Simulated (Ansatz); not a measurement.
`C#C[Se][SiH3]` + `FBB(F)F` → `C#C[Se]BF` + `FB(F)[SiH3]`  (redistribution)

Computed with Ansatz on PBE0-D4/def2-TZVP structures; ΔE is electronic, products minus reactants. CCSD(T)/CBS is the MP2 limit (def2-TZVPP, def2-QZVPP) plus CCSD(T) − MP2 in def2-TZVPP, frozen cores. DFT in def2-TZVPP. For Se outer-core shells are correlated without core-valence functions, which leaves a few kJ/mol of doubt a bond. Scalar relativity is left out up to krypton. Each species was taken in one conformer, which may not be the lowest.

`C#C[Se][SiH3]`:

```xyz
8

C     0.900   -0.087   -2.232
C     0.411   -0.685   -1.309
Se   -0.329   -1.626    0.070
Si   -0.539    0.221    1.413
H     1.334    0.440   -3.050
H     0.795    0.808    1.677
H    -1.423    1.218    0.765
H    -1.149   -0.289    2.666
```

`FBB(F)F`:

```xyz
6

F     0.882    1.678    0.118
B     0.380    0.540    0.568
B    -0.377   -0.549   -0.525
F     0.298   -1.511   -1.129
F    -1.672   -0.495   -0.778
H     0.489    0.338    1.747
```

`C#C[Se]BF`:

```xyz
7

C    -0.355    2.148   -0.054
C    -0.583    1.002   -0.334
Se   -1.004   -0.710   -0.811
B     0.394   -1.674    0.129
F     1.298   -1.063    0.857
H    -0.144    3.161    0.200
H     0.395   -2.863    0.014
```

`FB(F)[SiH3]`:

Z-matrix (Å, degrees):
```
Si
B 1 2.035
H 1 1.484 2 111.0
H 1 1.488 2 108.5 3 -120.0
H 1 1.486 2 109.7 3 121.5
F 2 1.320 1 121.2 3 -168.2
F 2 1.319 1 122.6 3 12.6
```

Task: Is it downhill or uphill in electronic energy at CCSD(T)/CBS, and by how much? (Estimate.)

Result: Ansatz gave: Downhill: ΔE = -0.20 eV.

Task: What do these levels give: PBE0-D4, r2SCAN0-D4, CAM-B3LYP-D4, B2PLYP, BLYP, RPA@PBE/def2-TZVPP, MP2/def2-SVP, HF/def2-TZVPP, MP2/def2-TZVPP, CCSD(T)/def2-TZVPP, SCS-MP2/def2-QZVPP, MP2/CBS(def2)? (An estimate is asked.)

Result: Computed: PBE0-D4 -0.24, r2SCAN0-D4 -0.24, CAM-B3LYP-D4 -0.21, B2PLYP -0.22, BLYP -0.27, RPA@PBE/def2-TZVPP -0.23, MP2/def2-SVP -0.26, HF/def2-TZVPP -0.09, MP2/def2-TZVPP -0.21, CCSD(T)/def2-TZVPP -0.24, SCS-MP2/def2-QZVPP -0.16, MP2/CBS(def2) -0.17 eV.

Largest T1 diagnostic among the species: 0.014.

From r2SCAN to r2SCAN0 (25 % exact exchange), in def2-TZVPP and without D4, ΔE moves by +0.05 eV. Leaving LDA and LC-ωPBE aside and taking each functional with its dispersion term where it has one, the values, not all of them listed here, spread over 0.14 eV, from PBE-D4 to BHLYP-D4. LDA lies −0.07 eV from PBE without D4.
